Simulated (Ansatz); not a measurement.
```xyz
16

C     0.0962   -0.5285    1.2622
C    -0.1690   -0.8953   -0.1847
C    -1.3698   -1.8175   -0.3238
Sb   -0.4635    0.8279   -1.5097
Si    1.5143    2.2188   -0.6341
H     0.2163   -1.4347    1.8687
H    -0.7352    0.0422    1.6852
H     1.0016    0.0697    1.3827
H     0.7137   -1.3894   -0.6048
H    -1.5447   -2.1180   -1.3596
H    -1.2228   -2.7289    0.2672
H    -2.2824   -1.3380    0.0432
H    -1.5532    1.6064   -0.4419
H     2.7682    1.4487   -0.8659
H     1.6019    3.4915   -1.3993
H     1.4281    2.5452    0.8146
```

The species carries charge 0 and has multiplicity 1. Sb: def2 effective core potential.

Question: List the r2SCAN/def2-TZVPP orbital energies in eV (the Gaussian-basis code of Ansatz). (Best estimate.)

Answer: The calculation gave: Occupied: -1790.94, -273.59, -273.00, -272.93, -153.32, -141.41, -105.07, -105.05, -104.93, -96.28, -96.26, -96.26, -33.31, -33.29, -33.19, -33.17, -33.12, -20.68, -17.95, -15.51, -14.29, -12.93, -11.60, -10.93, -10.42, -9.80, -9.02, -8.89, -8.70, -8.58, -7.75, -6.84, -5.95. Lowest empty: -0.94, -0.71, 0.11, 0.70, 0.75, 1.41, 1.72, 2.20.
